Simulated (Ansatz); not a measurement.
A nudged elastic band was laid between two geometries of CH₉AsGeSi (13 atoms, charge 0, multiplicity 1).

All numbers below come from Ansatz, RKS LDA/def2-SVP.

```yaml
movable_images: 5
climbing_image: yes
spring: 5.0 eV/Å²
optimiser: quadratic models (default)
start_path: IDPP
force_threshold: 0.03 eV/Å
iteration_limit: 60
end_points: relaxed
```

Initial state:

```xyz
13
Properties=species:S:1:pos:R:3
Ge -1.517 0.267 1.307
Si 0.275 -1.096 0.592
C 1.359 -0.149 -0.614
As 0.378 0.311 -2.265
H -2.605 0.410 0.218
H -2.189 -0.309 2.574
H -1.000 1.686 1.646
H -0.278 -2.335 -0.071
H 1.079 -1.529 1.794
H 2.222 -0.786 -0.909
H 1.757 0.759 -0.114
H 1.212 1.560 -2.599
H -0.673 1.177 -1.545
```

Final state:

```xyz
13
Properties=species:S:1:pos:R:3
Ge -1.441 0.485 1.479
Si 0.279 -0.922 0.674
C 1.325 -0.010 -0.590
As 0.165 0.950 -1.868
H -2.479 0.796 0.378
H -2.184 -0.178 2.661
H -0.855 1.828 1.973
H -0.352 -2.127 0.020
H 1.119 -1.401 1.834
H 2.010 -0.718 -1.100
H 1.941 0.757 -0.071
H 1.106 0.811 -3.078
H -0.615 -0.306 -2.298
```

Q: What changes between the two ends?

A: No bond is made or broken. The height of As4 over the plane of its neighbours goes from -0.89 to 0.89 Å.

Q: What energy profile does the band end with?

A: The run converged. The highest image is number 3 of 0 to 6, 161.5 kJ/mol above the first end and 162.0 kJ/mol above the last; the last end lies 0.5 kJ/mol below the first. Neighbouring images differ by up to 1.7 eV, so the band resolves the path poorly. A vibrational analysis at the climbing image gives one clearly imaginary mode, 913i cm⁻¹: a first-order saddle point.

| image | path coordinate (Å) | energy (kJ/mol) | height of As4 over the plane of its neighbours (Å) |
| --- | --- | --- | --- |
| 0 | 0.00 | 0.0 | -0.89 |
| 1 | 1.04 | 0.6 | -0.89 |
| 2 | 2.08 | 0.9 | -0.88 |
| 3 | 3.11 | 161.5 | -0.02 |
| 4 | 3.95 | 15.4 | 0.77 |
| 5 | 4.79 | 0.5 | 0.89 |
| 6 | 5.63 | -0.5 | 0.89 |

Q: What is the geometry of the highest image?

A: 
```xyz
13
Properties=species:S:1:pos:R:3:forces:R:3
Ge -1.360 0.473 1.375 0.00 0.00 0.00
Si 0.167 -1.127 0.558 0.00 0.00 0.00
C 1.433 -0.178 -0.468 0.00 0.00 0.00
As 0.432 0.590 -1.910 0.00 0.00 0.00
H -2.628 0.597 0.507 0.00 0.00 0.00
H -1.811 0.129 2.820 0.00 0.00 0.00
H -0.645 1.844 1.416 0.00 0.00 0.00
H -0.527 -2.121 -0.343 0.00 0.00 0.00
H 0.845 -1.918 1.655 0.00 0.00 0.00
H 2.311 -0.766 -0.807 0.00 0.00 0.00
H 1.784 0.677 0.150 0.00 0.00 0.00
H 0.639 1.989 -2.366 0.00 0.00 0.00
H -0.618 -0.226 -2.572 0.00 0.00 0.00
```

The run took 4.9 min on 2 threads of Arm Neoverse V1 (shared host), peak memory 0.21 GiB.
